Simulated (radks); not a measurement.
Results of a calculation; reference values are marked as such.
Species: S+. Configuration: [Ne] 3s2 3p2 7d1 (not the ground configuration). Code: a radial shooting solver on a logarithmic mesh with Libxc functionals. Model: Dirac Kohn-Sham, PBE, spin-unpolarised, spherical densities, finite nucleus; open shells are shared between the two j in proportion to 2j + 1; Fermi nuclear charge, rms radius 3.2611 fm.

Spin-orbit splittings of the eigenvalues, e(l+1/2) - e(l-1/2), with zeta = 2 splitting/(2l+1) and mean radii in bohr:

[
 {"shell": "2p", "occ.": "6", "splitting (eV)": "1.267", "zeta (eV)": "0.8445", "<r> j=l-1/2": "0.4402", "<r> j=l+1/2": "0.4425"},
 {"shell": "3p", "occ.": "2", "splitting (eV)": "0.1152", "zeta (eV)": "0.07682", "<r> j=l-1/2": "1.765", "<r> j=l+1/2": "1.771"},
 {"shell": "7d", "occ.": "1", "splitting (eV)": "0.0001396", "zeta (eV)": "0.00005582", "<r> j=l-1/2": "28.26", "<r> j=l+1/2": "28.25"}
]
